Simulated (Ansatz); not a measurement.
Program: Ansatz. Geometries: PBE0-D4/def2-TZVP. ΔE: electronic, gas phase. CCSD(T)/CBS is the MP2 limit (def2-TZVPP, def2-QZVPP) plus CCSD(T) − MP2 in def2-TZVPP, frozen cores. Functionals use def2-TZVPP. HSE06 is defined as in plane-wave codes. Elements past krypton have def2 core potentials. For Ge, Te outer-core shells are correlated without core-valence functions, which leaves a few kJ/mol of doubt a bond. Scalar relativity is left out up to krypton. Each species was taken in one conformer, which may not be the lowest.

Reaction (substitution at a C–Ge bond): `[CH3][GeH2][TeH]` + `N[SiH](O)Cl` → `CO[SiH](N)Cl` + `[GeH3][TeH]`

| level | ΔE (kJ/mol) | difference from CCSD(T)/CBS |
| --- | --- | --- |
| BLYP-D4 | 81.7 | -13.9 |
| B97M-V | 83.8 | -11.8 |
| PBE-QIDH | 94.0 | -1.6 |
| BLYP | 81.6 | -14.0 |
| HSE06 | 89.2 | -6.4 |
| MP2/def2-SVP | 78.8 | -16.8 |
| HF/def2-TZVPP | 76.8 | -18.8 |
| HF/def2-QZVPP | 75.6 | -20.0 |
| MP2/def2-QZVPP | 102.8 | 7.2 |
| HF/CBS(def2) | 75.4 | -20.2 |
| CCSD(T)/CBS | 95.6 | 0 |

Largest T1 diagnostic among the species: 0.011.

In def2-TZVPP, CCSD(T) changes the Hartree–Fock value by +15.4 kJ/mol (the triples alone add +1.2 kJ/mol) and MP2 by +24.4 kJ/mol. At CCSD(T), def2-SVP lies −27.0 kJ/mol from the extrapolated value and def2-TZVPP −3.5 kJ/mol.
